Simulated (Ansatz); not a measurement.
W₃Se₅. The state is a singlet with charge 0. Geometry PBE-D4/def2-SVP; atoms count from 1.

```
atom   x (Å)   y (Å)   z (Å)
  W1   0.038   0.305   1.544
  W2   0.632   0.728  -0.666
  W3  -0.759  -1.133  -0.787
 Se4   1.364  -1.641  -1.768
 Se5  -0.575   2.541   0.951
 Se6  -1.633   0.628  -2.153
 Se7  -1.488  -1.697   1.555
 Se8   2.421   0.269   1.324
```

In the def2 sets W takes a core potential; there is no spin–orbit coupling. The restricted singlet is unstable towards broken spin symmetry in Hartree–Fock (as tested in another run); at PBE0-D4/def2-TZVP this wasn't settled. The structure comes from a short search, and lower isomers may exist.

Question: Estimate the Mulliken populations from the PBE0/def2-TZVP orbitals of Ansatz.

Answer: 
```json
{"atom": "W1", "charge (e)": "0.68", "d electrons": "4.26"}
{"atom": "W2", "charge (e)": "0.51", "d electrons": "4.38"}
{"atom": "W3", "charge (e)": "0.68", "d electrons": "4.26"}
{"atom": "Se4", "charge (e)": "-0.35", "d electrons": "–"}
{"atom": "Se5", "charge (e)": "-0.35", "d electrons": "–"}
{"atom": "Se6", "charge (e)": "-0.35", "d electrons": "–"}
{"atom": "Se7", "charge (e)": "-0.49", "d electrons": "–"}
{"atom": "Se8", "charge (e)": "-0.35", "d electrons": "–"}
```
Mulliken values and Mayer orders depend strongly on the basis.

Question: And the Mayer bond orders between bonded heavy atoms (over 0.3)?

Answer: W1–W2 1.85 (2.33 Å); W1–W3 0.49 (2.85 Å); W1–Se5 1.43 (2.39 Å); W1–Se7 0.99 (2.52 Å); W1–Se8 1.43 (2.39 Å); W2–W3 1.85 (2.33 Å); W2–Se4 0.69 (2.71 Å); W2–Se5 0.69 (2.71 Å); W2–Se6 0.69 (2.71 Å); W2–Se8 0.69 (2.71 Å); W3–Se4 1.43 (2.39 Å); W3–Se6 1.43 (2.39 Å); W3–Se7 0.99 (2.52 Å).
